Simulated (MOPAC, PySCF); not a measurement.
H6BISi2, SMILES `[SiH3]B([SiH3])I`, neutral singlet in the gas phase. 

Z-matrix (Å, degrees):
```
B
Si 1 2.0063
H 2 1.4854 1 114.11
H 2 1.4891 3 109.34 1 -125.19
H 2 1.4924 3 108.70 4 -116.80
Si 1 2.0074 2 123.87 3 -159.75
H 6 1.4858 1 113.63 2 -154.37
H 6 1.4892 7 109.34 1 -125.40
H 6 1.4928 7 108.58 8 -116.93
I 1 2.1235 2 118.34 3 20.02
```
Charge 0, multiplicity 1.

All levels are single points at this geometry (r2SCAN-D4/def2-TZVP); Pople sets use spherical d functions. Orbital energies aren't observables, and empty levels follow the basis.

M06-2X/6-31G* (LANL2DZ on I) in PySCF gives dipole (D) = 0.32.

Task: Estimate the dipole (D) from each of these levels: PBE-D3(BJ)/def2-TZVP in PySCF; r2SCAN-D4/def2-TZVP in PySCF; B3LYP/6-311+G** (LANL2DZ on I) in PySCF; B3LYP/LANL2DZ in PySCF; BP86/6-31G* (LANL2DZ on I) in PySCF; PBE/6-31G* (LANL2DZ on I) in PySCF; SVWN5/6-31G* (LANL2DZ on I) in PySCF; HF/6-31G* (LANL2DZ on I) in PySCF; AM1 in MOPAC; PM3 in MOPAC; PM6 in MOPAC; PM7 in MOPAC.

Result: 
| level | dipole (D) |
|---|---|
| PBE-D3(BJ)/def2-TZVP in PySCF | 0.23 |
| r2SCAN-D4/def2-TZVP in PySCF | 0.06 |
| B3LYP/6-311+G** (LANL2DZ on I) in PySCF | 0.11 |
| B3LYP/LANL2DZ in PySCF | 0.30 |
| BP86/6-31G* (LANL2DZ on I) in PySCF | 0.02 |
| PBE/6-31G* (LANL2DZ on I) in PySCF | 0.01 |
| SVWN5/6-31G* (LANL2DZ on I) in PySCF | 0.03 |
| HF/6-31G* (LANL2DZ on I) in PySCF | 0.77 |
| AM1 in MOPAC | 1.71 |
| PM3 in MOPAC | 3.14 |
| PM6 in MOPAC | 1.24 |
| PM7 in MOPAC | 1.19 |
